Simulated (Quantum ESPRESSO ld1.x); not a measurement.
All-electron atom: Ir III in [Xe] 4f14 5d6 6p1 (not the ground configuration). All-electron calculation, Dirac Kohn-Sham, PBE, spin-unpolarised, spherical densities, point nucleus; open shells are shared between the two j in proportion to 2j + 1. Program: ld1.x of Quantum ESPRESSO 7.5.

X-ray form factor f0, the Fourier transform of the density (f0(0) = 75):

sin(theta)/lambda (1/angstrom)  f0 (electrons)
0.05                                    74.127
0.1                                     71.797
0.15                                    68.606
0.2                                     65.050
0.25                                    61.417
0.3                                     57.864
0.4                                     51.317
0.5                                     45.700
0.6                                     40.938
0.8                                     33.270
1                                       27.330
1.25                                    21.899
1.5                                     18.342
2                                       14.419
